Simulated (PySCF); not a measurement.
trichlorofluoromethane (CCl3F), SMILES FC(Cl)(Cl)Cl. Heavy atoms are numbered as in [F:1][C:2]([Cl:3])([Cl:4])[Cl:5].

The structure is a stationary point at B3LYP-D3(BJ)/def2-TZVP.

All values below come from PBE0/pcSseg-2 run with PySCF.

GIAO shieldings, no solvent; atoms alike by connectivity are averaged. δ = σ(ref) − σ: ¹³C against TMS (σ = 186.1 ppm); ³⁵Cl against HCl (σ = 943.3 ppm), references at their B3LYP-D3(BJ)/def2-TZVP geometries, non-relativistic (without spin–orbit terms, shifts of atoms bonded to Cl or Br come out too high).

Computed chemical shifts:
```json
[
 {"nucleus": "¹³C", "atoms": "C2", "count": "1", "δ (ppm)": "154.6"},
 {"nucleus": "³⁵Cl", "atoms": "Cl3", "count": "3", "δ (ppm)": "555.4"}
]
```
